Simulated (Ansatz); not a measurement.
Basis-set extrapolation for C2H8O2Si2, SMILES `C=C[Si](O)(O)[SiH3]` (PBE0-D4/def2-TZVP geometry, frozen core, Ansatz). Multiplicity 1, RHF reference.

|  | def2-TZVPP | def2-QZVPP |
| --- | --- | --- |
| HF | -808.194937 | -808.223977 |
| MP2 correlation | -1.047063 | -1.126210 |
| CCSD(T) correlation | -1.142709 | not run |

Energies in hartree. Use E(X) = E(∞) + A·exp(−7.88·√X) for Hartree–Fock and E(X) = E(∞) + B·X^(−2.97) for correlation, with X = 3 and 4, and add CCSD(T) minus MP2 of the smaller set to the MP2 limit.

Q: What is the CCSD(T) energy at the basis-set limit?

A: HF limit: -808.223977 + (-0.029040) × 0.13774 = -808.22798. MP2 limit: -1.126210 + (-0.079147) × 0.74074 = -1.18484. Higher-order term: -1.142709 − (-1.047063) = -0.09565. Total: -809.50847 hartree, 107.2 kcal/mol below CCSD(T)/def2-TZVPP.
